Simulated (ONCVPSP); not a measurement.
Transferability test, ONCV potential for F

* Element: F (Z = 9)
* Generator: ONCVPSP 4.0.1
* Type: optimised norm-conserving Vanderbilt (ONCV)
* Functional: LDA (Perdew-Zunger)
* Relativity: scalar-relativistic
* Frozen core: [He]
* Valence charge: 7
* Reference configuration: 2s1 2p6
* Partial waves: 2s: rc 0.70 bohr, ncon 4, nbas 7, qcut 10.7 1/bohr, 1 projector; 2p: rc 1.10 bohr, ncon 4, nbas 8, qcut 15.7 1/bohr, 1 projector
* Local potential: polynomial inside 0.50 bohr (lpopt 5, dvloc0 3 Ha)
* Core correction: Teter function, fcfact 3.25, rcfact 1.35

Energies are relative to the spin-unpolarised reference configuration 2s1 2p6; without spin polarisation the order of configurations can differ from experiment.

```json
{"valence configuration": "2s2 2p4", "charge": "+1", "ΔE all-electron (eV)": "1.165", "error AE − PS (meV)": "+31"}
{"valence configuration": "2s2 2p2", "charge": "+3", "ΔE all-electron (eV)": "100.409", "error AE − PS (meV)": "+250"}
```

Problem. What are ΔE and the potential's error for 2s2 2p3?

Solution. ΔE = 39.677 eV all-electron; the error (AE − PS) is +85 meV.

Problem. What are ΔE and the potential's error for 2s2 2p5?

Solution. ΔE = -18.390 eV all-electron; the error (AE − PS) is +16 meV.

Levels in the configuration 2s2 2p3:

```
level  all-electron (eV)  pseudo (eV)
   2s            -67.606      -67.613
   2p            -49.113      -49.020
```
